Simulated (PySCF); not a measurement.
# Two-component Hartree-Fock for Pm⁴²⁺ (promethium, charge +42)

Start: [Ar] 3d1; 3d3/2 filled at m_j = +3/2. Calculated with PySCF 2.14 in an uncontracted even-tempered set (16 s from 9.4 bohr⁻², ratio 2.8; 12 p from 12 bohr⁻², ratio 2.8; 8 d from 12 bohr⁻², ratio 2.8; 3 f from 37 bohr⁻², ratio 3): generalised Hartree-Fock with the X2C-1e Hamiltonian and a Gaussian nucleus; one run each with spin-orbit coupling (SO) switched off, then screened by Boettger's factors.

| spinor shell | electrons | ε, spin-free (eV) | ε, screened SO (eV) | weight of nominal j (screened SO) | rms radius, screened SO (bohr) |
| --- | --- | --- | --- | --- | --- |
| 1s1/2 | 2 | -47882.9 | -47875.1 | 1.000 | 0.0264 |
| 2s1/2 | 2 | -9896.5 | -9893.7 | 1.000 | 0.106 |
| 2p1/2 | 2 | -9101.7 | -9503.7 | 1.000 | 0.0907 |
| 3s1/2 | 2 | -3717.8 | -3717.0 | 1.000 | 0.261 |
| 3p1/2 | 2 | -3460.6 | -3561.7 | 1.000 | 0.250 |
| 3p3/2 | 4 | -3460.6 | -3415.8 | 1.000 | 0.261 |
| 3d3/2 | 1 | -3203.9 | -3222.2 | 1.000 | 0.224 |

(1) Where does 2p3/2 lie, and what is the 2p spin-orbit splitting (screened SO)?

```csv
quantity,spin-free,screened SO
E (hartree),-8522.45373,-8528.38984
M_J,3/2,3/2
⟨J²⟩,3.959,3.750
⟨L²⟩,6.001,6.025
⟨S²⟩,0.750,0.774
```

Each row is a mean over spinors that exchange with the open shell spreads, by up to 19.978 eV (3p1/2).

Breit and QED terms are absent; they matter most for the inner s and p1/2 levels.

Densities and radii are taken from the X2C orbitals without a picture-change correction, which distorts them close to the nucleus.

Without spin-orbit coupling the j labels of p, d and f shells carry no meaning; the spin-free column gives the mean over the occupied spinors of each nl shell, and its ⟨J²⟩ belongs to a mixture of degenerate components.

Answers

(1) At -8925.6 eV, 578.08 eV above 2p1/2.
